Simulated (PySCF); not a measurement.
CH5F2NSi, SMILES N[SiH2]C(F)F. The structure is a stationary point at ωB97X-D3(BJ)/def2-SVP. The structure was generated by enumeration, and PubChem lists no compound with its InChIKey, so it may never have been made. One conformer was computed; it need not be the lowest.

### Question
Give the equilibrium geometry at ωB97X-D3(BJ)/def2-SVP (PySCF confirms it by a frequency run) as a Z-matrix. (The exact figures need the calculation; the answer reports its results.)

### Answer
Several could match; the one computed here: 
```
Si
N 1 1.7272
H 2 1.0137 1 120.95
H 2 1.0150 3 111.31 1 -149.27
H 1 1.4887 2 108.36 3 35.49
H 1 1.4935 5 109.52 2 128.52
C 1 1.9138 5 109.96 6 115.54
F 7 1.3667 1 110.55 5 -67.09
F 7 1.3747 8 107.97 1 117.84
H 7 1.1060 8 107.82 9 115.50
```
